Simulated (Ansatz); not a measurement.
## Abstraction of Br: C4H9Br + CH2I → C4H9 + CH2BrI

Gas-phase species: C4H9Br (2-bromo-2-methylpropane) `CC(C)(C)Br`, singlet; CH2I `[CH2]I`, doublet; C4H9 (tert-butyl radical) `C[C](C)C`, doublet; CH2BrI (bromoiodomethane) `BrCI`, singlet. A radical takes Br: the energy is the difference in strength between two C–Br bonds in different surroundings.

Shapes, held fixed at every level: PBE0-D4/def2-TZVP. Programs: Ansatz 0.2.0. The zero-point and thermal change to 298 K, harmonic and unscaled (PBE0-D4/def2-TZVP), is +1.5 kJ/mol.

```csv
level,kind,ΔH(298 K) (kJ/mol),less CCSD(T)/def2-TZVPP
MP2/def2-SVP,perturbation theory,+25.9,-2.9
MP2/def2-TZVPP,perturbation theory,+28.6,-0.2
HF/def2-SVP,Hartree–Fock,+15.4,-13.4
HF/def2-TZVPP,Hartree–Fock,+17.0,-11.8
CCSD(T)/def2-SVP,coupled cluster or CI,+25.3,-3.5
CCSD/def2-TZVPP,coupled cluster or CI,+26.3,-2.5
CCSD(T)/def2-TZVPP,coupled cluster or CI,+28.8,0.0
```

The highest level, CCSD(T)/def2-TZVPP, gives ΔH(298 K) = +28.8 kJ/mol; the levels span +15.4 to +28.8. The column of differences is taken from that level and isn't an error. No measured value is set beside it here. Open shells run unrestricted. For atoms past krypton def2 sets carry core potentials with scalar relativity. Relativity is left out for Br. Outer-core shells of Br, I are correlated, in sets that cover them unevenly.
